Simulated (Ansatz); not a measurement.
`[OH][Al]([F])[CH2]Cl`. Total charge 0; spin multiplicity 1.

Z-matrix (Å, degrees):
```
Al
F 1 1.648
C 1 1.931 2 119.5
O 1 1.684 2 121.1 3 178.3
Cl 1 2.595 2 108.5 3 -48.3
H 3 1.087 1 120.0 2 165.7
H 3 1.087 1 120.7 2 20.1
H 4 0.955 1 124.2 2 9.4
```

Problem. What are the harmonic wavenumbers in cm⁻¹ at PBE0-D4/def2-TZVP (Ansatz, finite differences of forces, unscaled)? (Estimate.)

Solution. Computed: 74, 80, 177, 231, 249, 324, 616, 620, 633, 655, 843, 930, 1068, 1121, 1418, 3127, 3205, 3970.

Problem. Is this a minimum?

Solution. Yes, all 18 modes are real.

Problem. Give the ideal-gas thermochemistry at 298.15 K and 1 bar (rigid rotor, harmonic oscillator; point group C1, symmetry number 1).

Solution. Zero-point energy 115.7 kJ/mol; H(298) − E = 136.9 kJ/mol; entropy 354.6 J/(mol·K), of which translation 167.8, rotation 114.7, vibration 72.2; G(298) − E = 31.2 kJ/mol. Modes under 100 cm⁻¹ are hindered rotations or soft bends, so the harmonic entropy is rough.

Problem. And at 400, 500, 600, 800 and 1000 K?

Solution. 
```
T (K)  H − E (kJ/mol)  S (J/mol/K)  G − E (kJ/mol)
  400           148.1        386.9            -6.6
  500           160.4        414.2           -46.7
  600           173.5        438.1           -89.4
  800           201.6        478.4          -181.2
 1000           231.4        511.7          -280.3
```
